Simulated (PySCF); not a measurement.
H6OSeSi2, singlet, geometry from GFN2-xTB; PBE0/def2-SVP, polarisability run with PySCF.

Here is a job for PySCF.
```python
from pyscf import gto, scf, dft
from pyscf.prop import polarizability

mol = gto.Mole()
mol.atom = '''
    Se    0.202235    0.223309    0.944604
    Si    1.709109    0.988555   -0.573831
    H     2.651229   -0.066286   -0.938655
    H     2.366285    2.085046    0.130537
    H     0.993126    1.465325   -1.755325
    O    -0.522606   -1.024127   -0.200096
    Si   -1.862649   -0.980765   -1.126912
    H    -3.069029   -0.844239   -0.311793
    H    -1.692697   -2.284670   -1.754436
    H    -1.794485    0.136261   -2.075700
'''
mol.basis = 'def2-svp'
mol.charge = 0
mol.spin = 0
mol.verbose = 4
mol.build()

mf = dft.RKS(mol)
mf.xc = 'pbe0'
mf.kernel()
alpha = mf.Polarizability().polarizability()[2, 2]
print('alpha_zz =', alpha)
```

### Question
What does PySCF print? Leave out banner, timings and long lists.

### Answer

```
site-packages/pyscf/prop/efg/rhf.py:45: UserWarning: Module EFG is under testing
  warnings.warn('Module EFG is under testing')
site-packages/pyscf/prop/efg/dhf.py:30: UserWarning: Module EFG is under testing
  warnings.warn('Module EFG is under testing')
site-packages/pyscf/prop/zfs/uhf.py:40: UserWarning: Module ZFS is under testing
  warnings.warn('Module ZFS is under testing')
site-packages/pyscf/prop/gtensor/uhf.py:43: UserWarning: Module g-tensor is under testing
  warnings.warn('Module g-tensor is under testing')
site-packages/pyscf/prop/gtensor/uks.py:41: UserWarning: Module g-tensor is under testing
  warnings.warn('Module g-tensor is under testing')
site-packages/pyscf/prop/hfc/uks.py:35: UserWarning: Module HFC is under testing
  warnings.warn('Module HFC is under testing')
site-packages/pyscf/prop/magnetizability/rhf.py:39: UserWarning: Module magnetizability is under testing
  warnings.warn('Module magnetizability is under testing')
site-packages/pyscf/prop/magnetizability/uhf.py:37: UserWarning: Module magnetizability is under testing
  warnings.warn('Module magnetizability is under testing')
site-packages/pyscf/prop/magnetizability/rks.py:37: UserWarning: Module magnetizability is under testing
  warnings.warn('Module magnetizability is under testing')
site-packages/pyscf/prop/magnetizability/uks.py:39: UserWarning: Module magnetizability is under testing
  warnings.warn('Module magnetizability is under testing')
site-packages/pyscf/prop/polarizability/uhf.py:34: UserWarning: Module polarizability is under testing
  warnings.warn('Module polarizability is under testing')
site-packages/pyscf/prop/polarizability/rks.py:29: UserWarning: Module polarizability is under testing
  warnings.warn('Module polarizability is under testing')
site-packages/pyscf/prop/polarizability/uks.py:29: UserWarning: Module polarizability is under testing
  warnings.warn('Module polarizability is under testing')
PySCF version 2.14.0

[INPUT] verbose = 4
[INPUT] num. atoms = 10
[INPUT] num. electrons = 76
[INPUT] charge = 0
[INPUT] spin (= nelec alpha-beta = 2S) = 0
[INPUT] symmetry False subgroup None
[INPUT] Mole.unit = angstrom
[INPUT] Symbol           X                Y                Z      unit          X                Y                Z       unit  Magmom
[INPUT]  1 Se     0.202235000000   0.223309000000   0.944604000000 AA    0.382168762801   0.421992851150   1.785042856169 Bohr   0.0
[INPUT]  2 Si     1.709109000000   0.988555000000  -0.573831000000 AA    3.229747927029   1.868098209069  -1.084383431785 Bohr   0.0
[INPUT]  3 H      2.651229000000  -0.066286000000  -0.938655000000 AA    5.010096703505  -0.125262385893  -1.773800875454 Bohr   0.0
[INPUT]  4 H      2.366285000000   2.085046000000   0.130537000000 AA    4.471630582666   3.940165897120   0.246679179122 Bohr   0.0
[INPUT]  5 H      0.993126000000   1.465325000000  -1.755325000000 AA    1.876736147185   2.769062933478  -3.317083509602 Bohr   0.0
[INPUT]  6 O     -0.522606000000  -1.024127000000  -0.200096000000 AA   -0.987582211054  -1.935319546772  -0.378126638621 Bohr   0.0
[INPUT]  7 Si    -1.862649000000  -0.980765000000  -1.126912000000 AA   -3.519896476195  -1.853377242559  -2.129555046486 Bohr   0.0
[INPUT]  8 H     -3.069029000000  -0.844239000000  -0.311793000000 AA   -5.799624278348  -1.595380493677  -0.589203377557 Bohr   0.0
[INPUT]  9 H     -1.692697000000  -2.284670000000  -1.754436000000 AA   -3.198733741873  -4.317400585010  -3.315403543077 Bohr   0.0
[INPUT] 10 H     -1.794485000000   0.136261000000  -2.075700000000 AA   -3.391085184640   0.257495971459  -3.922504516760 Bohr   0.0

nuclear repulsion = 432.893478403782
number of shells = 52
number of NR pGTOs = 212
number of NR cGTOs = 112
basis = def2-svp
ecp = {}

******** <class 'pyscf.dft.rks.RKS'> ********
method = RKS
initial guess = minao
damping factor = 0
level_shift factor = 0
DIIS = <class 'pyscf.scf.diis.CDIIS'>
diis_start_cycle = 1
diis_space = 8
diis_damp = 0
SCF conv_tol = 1e-09
SCF conv_tol_grad = None
SCF max_cycles = 50
direct_scf = True
direct_scf_tol = 1e-13
XC library pyscf.dft.libxc version 7.1.2
    S. Lehtola, C. Steigemann, M. J. T. Oliveira, and M. A. L. Marques,  SoftwareX 7, 1–5 (2018)
XC functionals = pbe0
    C. Adamo and V. Barone,  J. Chem. Phys. 110, 6158 (1999)
    M. Ernzerhof and G. E. Scuseria,  J. Chem. Phys. 110, 5029 (1999)
radial grids:
    Treutler-Ahlrichs [JCP 102, 346 (1995); DOI:10.1063/1.469408] (M4) radial grids

becke partition: Becke, JCP 88, 2547 (1988); DOI:10.1063/1.454033
pruning grids: <function nwchem_prune>
grids dens level: 3
symmetrized grids: False
atomic radii adjust function: <function treutler_atomic_radii_adjust>
small_rho_cutoff = 0
Set gradient conv threshold to 3.16228e-05
Initial guess from minao.
tot grids = 131720
init E= -3057.41419580667
  HOMO = -0.266411139522957  LUMO = -0.136885449402413  gap/eV = 3.52457
cycle= 1 E= -3058.13130217423  delta_E= -0.717  |g|= 0.674  |ddm|= 3.06
  HOMO = -0.159461706777454  LUMO = -0.0191639062890703  gap/eV = 3.81770
cycle= 2 E= -3057.82412477451  delta_E= 0.307  |g|= 1.37  |ddm|= 1.71
  HOMO = -0.243415083099761  LUMO = -0.0607626804001868  gap/eV = 4.97023
cycle= 3 E= -3058.21879577853  delta_E= -0.395  |g|= 0.076  |ddm|= 1.28
  HOMO = -0.246411200051921  LUMO = -0.0578471624557775  gap/eV = 5.13109
cycle= 4 E= -3058.22017808134  delta_E= -0.00138  |g|= 0.0267  |ddm|= 0.12
  HOMO = -0.245301890521759  LUMO = -0.0569395233615237  gap/eV = 5.12560
cycle= 5 E= -3058.2204146076  delta_E= -0.000237  |g|= 0.00578  |ddm|= 0.0414
  HOMO = -0.245842635475363  LUMO = -0.057401696445829  gap/eV = 5.12774
cycle= 6 E= -3058.22042331276  delta_E= -8.71e-06  |g|= 0.00127  |ddm|= 0.009
  HOMO = -0.245699712948209  LUMO = -0.0572962750103163  gap/eV = 5.12672
cycle= 7 E= -3058.22042362429  delta_E= -3.12e-07  |g|= 0.0002  |ddm|= 0.00178
  HOMO = -0.245717509145424  LUMO = -0.057307832259851  gap/eV = 5.12689
cycle= 8 E= -3058.22042363666  delta_E= -1.24e-08  |g|= 4.67e-05  |ddm|= 0.000341
  HOMO = -0.245714416584744  LUMO = -0.0573053297157768  gap/eV = 5.12687
cycle= 9 E= -3058.22042363741  delta_E= -7.43e-10  |g|= 1.17e-05  |ddm|= 8.14e-05
  HOMO = -0.245715663843165  LUMO = -0.0573060430625536  gap/eV = 5.12689
Extra cycle  E= -3058.22042363739  delta_E= 1.36e-11  |g|= 1.73e-05  |ddm|= 3.57e-05
converged SCF energy = -3058.22042363739
Isotropic polarizability 72.8864877146
Polarizability anisotropy 11.9138925325
alpha_zz = 69.73738522820314
```
